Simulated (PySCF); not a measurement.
C3H8BN, singlet, B3LYP/def2-SVP optimised geometry.

```
13

B     -0.78    -0.05     0.00
H     -1.28     1.07     0.00
H     -1.28    -0.76    -0.87
C      0.85    -0.05     0.00
H      1.28    -1.07     0.06
H      1.28     0.55     0.82
H      1.20     0.39    -0.95
C     -2.13    -1.74     3.57
C     -1.65    -1.15     2.32
N     -1.29    -0.69     1.34
H     -1.35    -1.67     4.34
H     -2.38    -2.80     3.41
H     -3.03    -1.21     3.92
```

Density from B3LYP/def2-TZVP (PySCF) at that geometry.

Minimum of the electron density along straight lines between bonded atoms, close to the bond critical point (lines longer than 1.1 times the sum of covalent radii, or with two minima, are not listed):

```
bond    length / Å  ρ at the minimum / e bohr⁻³  ∇²ρ there / e bohr⁻⁵  position (fraction from the first atom)
------  ----------  ---------------------------  --------------------  ---------------------------------------
B1–H2        1.228                        0.166                 -0.26                                     0.43
B1–H3        1.228                        0.166                 -0.26                                     0.43
B1–C4        1.623                        0.166                 -0.26                                     0.33
C4–H5        1.105                        0.266                 -0.87                                     0.63
C4–H6        1.105                        0.266                 -0.87                                     0.63
C4–H7        1.103                        0.267                 -0.87                                     0.63
C8–C9        1.454                        0.269            (withheld)                                     0.45
B1–N10       1.565                        0.115                  0.60                                     0.32
C9–N10       1.153                   (withheld)            (withheld)                                     0.35
C8–H11       1.101                        0.274                 -0.94                                     0.65
C8–H12       1.101                        0.274                 -0.94                                     0.65
C8–H13       1.101                        0.274                 -0.94                                     0.65
```

### Question
Complete the blanks.

### Answer

- C8–C9, ∇²ρ there / e bohr⁻⁵: -0.74
- C9–N10, ρ at the minimum / e bohr⁻³: 0.478
- C9–N10, ∇²ρ there / e bohr⁻⁵: 0.13
